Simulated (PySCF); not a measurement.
Compound: C6H9FSSi.
Numbering: `[CH3:1][CH2:2][c:3]1[cH:4][c:5]([SiH3:6])[s:7][c:8]1[F:9]`

NICS is the negative of the GIAO shielding at a point without a nucleus: at the ring centre (0) and 1 Å above and below it (1); zz is the component along the ring normal. Level: GIAO PBE0/pcSseg-1 (PySCF, non-relativistic, gas phase) on the GFN2-xTB geometry, one conformer.

Ring bond lengths (Å), with Mayer bond orders in brackets: C3–C4 1.417 (1.23), C4–C5 1.362 (1.59), C5–S7 1.739 (1.12), S7–C8 1.728 (1.17), C8–C3 1.360 (1.52).

**Question.** What do the NICS probes read (ppm)?

**Answer.** 
```json
{"ring": "C3–C4–C5–S7–C8", "type": "5-membered ring with S; formal bonds all aromatic", "NICS(0)": "-12.2", "NICS(1), two faces": "-10.0 / -10.1", "NICS(1)zz, two faces": "-21.1 / -21.8", "rms pucker (Å)": "0.00", "centre to ring atoms, mean (Å)": "1.29"}
```

**Question.** What do they say, and how far can they be read as aromaticity?

**Answer.** 
- C3–C4–C5–S7–C8: mean NICS(1)zz -21.5 ppm, shielded, aromatic by this magnetic criterion (flat ring, no four-coordinate atom).

**Question.** And the bond-length index? HOMA takes Krygowski's 1993 parameters.

**Answer.** 
- C3–C4–C5–S7–C8: HOMA 0.76; the largest term is that of C5–S7, α(R − Ropt)² = 0.37. The geometric and the magnetic index point the same way.

**Question.** Give the inner angles of the rings and the Hirshfeld charges of the ring atoms.

**Answer.** 
- C3–C4–C5–S7–C8: C3 109.9° (-0.034 e), C4 115.1° (-0.067 e), C5 110.6° (-0.135 e), S7 90.3° (+0.092 e), C8 114.0° (+0.052 e); sum 540.0° against 540° for a flat convex ring.

**Question.** How shielded are the nuclei of the rings and their hydrogens (means over atoms taken as equivalent)?

**Answer.** 
| atoms | environment | σ isotropic (ppm) | principal values of the symmetric part, first atom (ppm) |
| --- | --- | --- | --- |
| C3 | substituted aromatic carbon | 56.7 | -13.5, 39.7, 143.9 |
| C4 | aromatic CH carbon | 45.3 | -41.1, 42.9, 134.2 |
| C5 | substituted aromatic carbon | 63.8 | -20.2, 60.0, 151.7 |
| S7 | thiophene-type sulfur | 285.7 | 153.7, 322.6, 380.6 |
| C8 | aromatic C–F carbon | 6.7 | -57.8, 30.4, 47.3 |
| H on C4 | aromatic hydrogen | 24.74 | 21.3, 24.6, 28.3 |

Conformer computed: `[CH3:1][CH2:2][c:3]1[cH:4][c:5]([SiH3:6])[s:7][c:8]1[F:9]`: C1–C2–C3–C4 89°.
